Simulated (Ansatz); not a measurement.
Relaxation of FH₅W (7 atoms, charge 0, multiplicity 1), to a largest force component of 0.03 eV/Å in at most 50 steps.

Theory: RHF/def2-SVP (Ansatz).

```xyz
7
Properties=species:S:1:pos:R:3
W 0.082 0.238 0.082
H 0.412 -0.073 1.726
H 1.726 -0.073 0.412
F -0.291 1.991 -0.291
H -1.130 -0.554 0.921
H -0.820 -0.846 -0.820
H 0.921 -0.554 -1.130
```

Where does it end, and by what steps?

It converged. After 3 steps the energy has fallen by 0.017 eV; H2 moved furthest, 0.04 Å.

| step | energy less start (eV) | largest force component (eV/Å) | accepted |
| --- | --- | --- | --- |
| 0 | 0.0000 | 0.549 | yes |
| 1 | -0.0026 | 0.486 | yes |
| 2 | -0.0167 | 0.066 | yes |
| 3 | -0.0168 | 0.029 | yes |

```xyz
7
Properties=species:S:1:pos:R:3
W 0.083 0.236 0.083
H 0.423 -0.071 1.692
H 1.692 -0.071 0.423
F -0.284 1.995 -0.284
H -1.127 -0.554 0.927
H -0.816 -0.852 -0.816
H 0.927 -0.554 -1.127
```

Whether the end is a true minimum wasn't checked by a vibrational analysis.

The run took 3.7 s on 1 thread of Intel(R) Xeon(R) 6975P-C (Granite Rapids), with other jobs on the host, peak memory 0.13 GiB.
